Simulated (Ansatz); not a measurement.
Calculated with Ansatz (gas phase, PBE0-D4/def2-TZVP geometries, no zero-point term in ΔE). CCSD(T)/CBS is the MP2 limit (def2-TZVPP, def2-QZVPP) plus CCSD(T) − MP2 in def2-TZVPP, frozen cores. This one scheme is used for every species. Functionals use def2-TZVPP. Elements past krypton have def2 core potentials. For Te outer-core shells are correlated without core-valence functions, which leaves a few kJ/mol of doubt a bond. Each species was taken in one conformer, which may not be the lowest.

Consider the ligand exchange at the Al–Te bond: `[NH2][Al]([F])[TeH]` + H–F → `[NH2][Al]([F])[F]` + H₂Te.

CCSD(T)/CBS gives -0.67 eV.

**Question.** Another level gave -0.76 eV. Which?
A. CAM-B3LYP-D4/def2-TZVPP
B. PBE0/def2-TZVPP
C. BHLYP-D4/def2-TZVPP
D. r2SCAN0-D4/def2-TZVPP

**Answer.** C. BHLYP-D4 -0.76, PBE0 -0.64, r2SCAN0-D4 -0.69, CAM-B3LYP-D4 -0.84 eV.

Largest T1 diagnostic among the species: 0.012.

The D4 term adds +0.07 eV with B3LYP and +0.04 eV with PBE0; it sums over pairs of atoms, weighted by their polarisabilities, and B3LYP, whose exchange is more repulsive, gets the larger term. In def2-TZVPP, CCSD(T) changes the Hartree–Fock value by +0.13 eV (the triples alone add +0.04 eV) and MP2 by +0.20 eV.

B3LYP here is the variant with VWN-RPA as its local correlation; programs differ in this.
